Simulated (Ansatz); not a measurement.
Ansatz (a program for electronic structure) input (B3LYP-D3(BJ)/def2-TZVP):

Ansatz 0.2 input:
```yaml
crystal:
  periodic: [false, false, false]
  atoms:
    - {symbol: Te, position_ang: [-0.00000000, -0.00000000, -0.55241785]}
    - {symbol: Cl, position_ang: [0.00000000, 0.00000000, 1.68974872]}
basis:
  gaussian:
    orbitals: def2-TZVP
hamiltonian:
  xc: b3lyp
  dispersion: d3bj
total_charge: 1
phonons: {temperatures: {t_min: 298.15, t_max: 298.15, t_step: 100}}
```

Output:

```
Functional definition: B3LYP
integrals: 0.02 GiB planned
686 factors; their error is unknown
mean field: 0.22 GiB planned
mean field evaluation 1: about -19804.4468 eV, gradient 4.2e1 eV
mean field evaluation 2: about -19762.9869 eV, gradient 1.1e2 eV
mean field evaluation 4: about -19808.9745 eV, gradient 1.0e1 eV
mean field evaluation 8: about -19809.3681 eV, gradient 5.2e-1 eV
mean field evaluation 16: about -19809.3684 eV, gradient 9.4e-6 eV
mean field -19809.36843677 eV, -727.9808627790 hartree, gradient 9.4e-6 eV, S^2 0.000000; 1 other end points of the search recorded, 0 dependent functions left out
the calculation of the forces begins
reference -19809.36862328 eV, -727.9808696332 hartree; 20, 20 occupied and 67, 67 virtual orbitals, 686 factors
these checks for a lower state are left out or cut short: stability, starts, cluster_reference, orbital_swaps, neighbouring_geometries, increment
integrals: 0.02 GiB planned
686 factors; their error is unknown
mean field: 0.22 GiB planned
mean field evaluation 32: about -19809.3684 eV, gradient 5.1e-3 eV
mean field -19809.36843677 eV, -727.9808627791 hartree, gradient 1.2e-6 eV, S^2 0.000000; 0 other end points of the search recorded, 0 dependent functions left out
the calculation of the forces begins
reference -19809.36862328 eV, -727.9808696333 hartree; 20, 20 occupied and 67, 67 virtual orbitals, 686 factors
these checks for a lower state are left out or cut short: stability, starts, cluster_reference, orbital_swaps, neighbouring_geometries, increment
integrals: 0.02 GiB planned
686 factors; their error is unknown
mean field: 0.22 GiB planned
mean field -19809.36843677 eV, -727.9808627791 hartree, gradient 1.2e-6 eV, S^2 0.000000; 0 other end points of the search recorded, 0 dependent functions left out
the calculation of the forces begins
reference -19809.36862328 eV, -727.9808696333 hartree; 20, 20 occupied and 67, 67 virtual orbitals, 686 factors
these checks for a lower state are left out or cut short: stability, starts, cluster_reference, orbital_swaps, neighbouring_geometries, increment
integrals: 0.02 GiB planned
686 factors; their error is unknown
mean field: 0.22 GiB planned
mean field -19809.36843677 eV, -727.9808627791 hartree, gradient 1.2e-6 eV, S^2 0.000000; 0 other end points of the search recorded, 0 dependent functions left out
the calculation of the forces begins
reference -19809.36862328 eV, -727.9808696333 hartree; 20, 20 occupied and 67, 67 virtual orbitals, 686 factors
these checks for a lower state are left out or cut short: stability, starts, cluster_reference, orbital_swaps, neighbouring_geometries, increment
integrals: 0.02 GiB planned
686 factors; their error is unknown
mean field: 0.22 GiB planned
mean field -19809.36843677 eV, -727.9808627791 hartree, gradient 1.2e-6 eV, S^2 0.000000; 0 other end points of the search recorded, 0 dependent functions left out
the calculation of the forces begins
reference -19809.36862328 eV, -727.9808696333 hartree; 20, 20 occupied and 67, 67 virtual orbitals, 686 factors
these checks for a lower state are left out or cut short: stability, starts, cluster_reference, orbital_swaps, neighbouring_geometries, increment
integrals: 0.02 GiB planned
686 factors; their error is unknown
mean field: 0.22 GiB planned
mean field evaluation 64: about -19809.3684 eV, gradient 5.1e-3 eV
mean field -19809.36836845 eV, -727.9808602683 hartree, gradient 1.2e-6 eV, S^2 0.000000; 0 other end points of the search recorded, 0 dependent functions left out
the calculation of the forces begins
reference -19809.36855491 eV, -727.9808671208 hartree; 20, 20 occupied and 67, 67 virtual orbitals, 686 factors
these checks for a lower state are left out or cut short: stability, starts, cluster_reference, orbital_swaps, neighbouring_geometries, increment
integrals: 0.02 GiB planned
686 factors; their error is unknown
mean field: 0.22 GiB planned
mean field -19809.36838005 eV, -727.9808606949 hartree, gradient 1.2e-6 eV, S^2 0.000000; 0 other end points of the search recorded, 0 dependent functions left out
the calculation of the forces begins
reference -19809.36856661 eV, -727.9808675507 hartree; 20, 20 occupied and 67, 67 virtual orbitals, 686 factors
these checks for a lower state are left out or cut short: stability, starts, cluster_reference, orbital_swaps, neighbouring_geometries, increment
integrals: 0.02 GiB planned
686 factors; their error is unknown
mean field: 0.22 GiB planned
mean field -19809.36843677 eV, -727.9808627791 hartree, gradient 1.2e-6 eV, S^2 0.000000; 0 other end points of the search recorded, 0 dependent functions left out
the calculation of the forces begins
reference -19809.36862328 eV, -727.9808696333 hartree; 20, 20 occupied and 67, 67 virtual orbitals, 686 factors
these checks for a lower state are left out or cut short: stability, starts, cluster_reference, orbital_swaps, neighbouring_geometries, increment
integrals: 0.02 GiB planned
686 factors; their error is unknown
mean field: 0.22 GiB planned
mean field -19809.36843677 eV, -727.9808627791 hartree, gradient 1.2e-6 eV, S^2 0.000000; 0 other end points of the search recorded, 0 dependent functions left out
the calculation of the forces begins
reference -19809.36862328 eV, -727.9808696333 hartree; 20, 20 occupied and 67, 67 virtual orbitals, 686 factors
these checks for a lower state are left out or cut short: stability, starts, cluster_reference, orbital_swaps, neighbouring_geometries, increment
integrals: 0.02 GiB planned
686 factors; their error is unknown
mean field: 0.22 GiB planned
mean field evaluation 96: about -19809.3684 eV, gradient 5.1e-3 eV
mean field -19809.36843677 eV, -727.9808627791 hartree, gradient 1.2e-6 eV, S^2 0.000000; 0 other end points of the search recorded, 0 dependent functions left out
the calculation of the forces begins
reference -19809.36862328 eV, -727.9808696333 hartree; 20, 20 occupied and 67, 67 virtual orbitals, 686 factors
these checks for a lower state are left out or cut short: stability, starts, cluster_reference, orbital_swaps, neighbouring_geometries, increment
integrals: 0.02 GiB planned
686 factors; their error is unknown
mean field: 0.22 GiB planned
mean field -19809.36843677 eV, -727.9808627791 hartree, gradient 1.2e-6 eV, S^2 0.000000; 0 other end points of the search recorded, 0 dependent functions left out
the calculation of the forces begins
reference -19809.36862328 eV, -727.9808696333 hartree; 20, 20 occupied and 67, 67 virtual orbitals, 686 factors
these checks for a lower state are left out or cut short: stability, starts, cluster_reference, orbital_swaps, neighbouring_geometries, increment
integrals: 0.02 GiB planned
686 factors; their error is unknown
mean field: 0.22 GiB planned
mean field -19809.36838005 eV, -727.9808606949 hartree, gradient 1.2e-6 eV, S^2 0.000000; 0 other end points of the search recorded, 0 dependent functions left out
the calculation of the forces begins
reference -19809.36856661 eV, -727.9808675507 hartree; 20, 20 occupied and 67, 67 virtual orbitals, 686 factors
these checks for a lower state are left out or cut short: stability, starts, cluster_reference, orbital_swaps, neighbouring_geometries, increment
integrals: 0.02 GiB planned
686 factors; their error is unknown
mean field: 0.22 GiB planned
mean field -19809.36836845 eV, -727.9808602683 hartree, gradient 1.2e-6 eV, S^2 0.000000; 0 other end points of the search recorded, 0 dependent functions left out
the calculation of the forces begins
reference -19809.36855491 eV, -727.9808671208 hartree; 20, 20 occupied and 67, 67 virtual orbitals, 686 factors
Total energy: -19809.45299675 eV, -727.9839703012 hartree
Atom 0 at    -0.000000    -0.000000    -0.552418 Å, force     0.000000     0.000000     0.001591 eV/Å
Atom 1 at     0.000000     0.000000     1.689749 Å, force    -0.000000    -0.000000    -0.001591 eV/Å
Dipole moment:     0.000000     0.000000    -0.174920 e Å
Vibrations: 442.93 cm⁻¹, zero-point energy 0.027458 eV
```

This is an excited singlet: at this geometry the triplet lies 1.00 eV lower at CCSD(T)/CBS(def2-TZVPPD,def2-QZVPPD).
